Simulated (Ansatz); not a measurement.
Job for Ansatz (a first-principles code): R-RI-MP2/cc-pVQZ on CH4GeO (SMILES C[O][GeH]), a point of a torsion scan. Files ending in .json are basis or fitting sets from the Basis Set Exchange. The run froze 16 orbitals, filled d shells among them.

Ansatz 0.2 input:
```yaml
crystal:
  periodic: [false, false, false]
  atoms:
    - {symbol: C, position_ang: [-0.83097395, -0.19915620, 0.11389038]}
    - {symbol: O, position_ang: [0.05261528, 0.89482931, 0.17351106]}
    - {symbol: Ge, position_ang: [1.77872949, 1.14792236, 0.14618975]}
    - {symbol: H, position_ang: [-0.28472831, -1.14182652, 0.02664551]}
    - {symbol: H, position_ang: [-1.48752229, -0.08065406, -0.75108726]}
    - {symbol: H, position_ang: [-1.43892700, -0.21651552, 1.02131083]}
    - {symbol: H, position_ang: [2.23716814, -0.47588634, 0.00985481]}
basis:
  gaussian:
    orbitals: cc-pVQZ
    fitting: {mean_field: def2-universal-JKFIT, correlation: cc-pVQZ-RIFIT.json}
magnetization: {spin_polarized: false}
correlation: {method: mp2, electrons: outside_noble_gas}
scf: {lower_state_search: off}
```

It printed:

```
WARN ansatz: RAYON_NUM_THREADS=1 ignored (pool sized by the plan → 1); use --threads N
Functional definition: HF
these checks for a lower state are left out or cut short: stability, starts, cluster_reference, orbital_swaps, neighbouring_geometries, increment
integrals: 0.38 GiB planned
490 factors; integrals over basis functions are off by at most 7.3e0 eV
mean field: 0.60 GiB planned
mean field evaluation 1: about -59603.8673 eV, gradient 3.5e1 eV
mean field evaluation 2: about -59605.3434 eV, gradient 2.6e1 eV
mean field evaluation 4: about -59606.5625 eV, gradient 8.5e-1 eV
mean field -59606.56665247 eV, -2190.5009216964 hartree, gradient 1.9e-6 eV, S^2 0.000000; 0 other end points of the search recorded, 0 dependent functions left out
16 core orbitals not correlated
710 factors; their error is unknown
reference -59606.56665247 eV, -2190.5009216964 hartree; 9, 9 occupied and 273, 273 virtual orbitals, 710 factors
second order -14.99045525 eV of doubles, -0.00000000 eV of singles
Total energy: -59621.55710772 eV, -2191.0518107660 hartree
Checks for a lower state left out: stability, starts, cluster_reference, orbital_swaps, neighbouring_geometries, increment
```

The run converged.

Cost: roughly 3 core-seconds.
